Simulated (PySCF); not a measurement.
V(OH)2 (H2O2V), SMILES [OH][V][OH] (connectivity only; charge and spin as stated), neutral, multiplicity 4.

Geometry: PBE0-D3(BJ)/def2-TZVP. The spin state was assumed, not searched. Other conformers were not sampled.

Two levels are set side by side: PBE/def2-TZVPD (PySCF) and r2SCAN/def2-TZVPD (PySCF). Same geometry, gas phase. Differences are taken from unrounded values.

```json
[
 {"quantity": "α-spin orbital gap (eV)", "r2SCAN": "2.23", "PBE": "1.57", "PBE minus r2SCAN": "-0.66"},
 {"quantity": "β-spin orbital gap (eV)", "r2SCAN": "6.32", "PBE": "5.23", "PBE minus r2SCAN": "-1.09"},
 {"quantity": "mean polarisability (bohr³)", "r2SCAN": "50.0", "PBE": "54.0", "PBE minus r2SCAN": "4.1"}
]
```

Rough cost on one machine, each run with all the roots and properties that it gave: r2SCAN against PBE within a factor of 2.
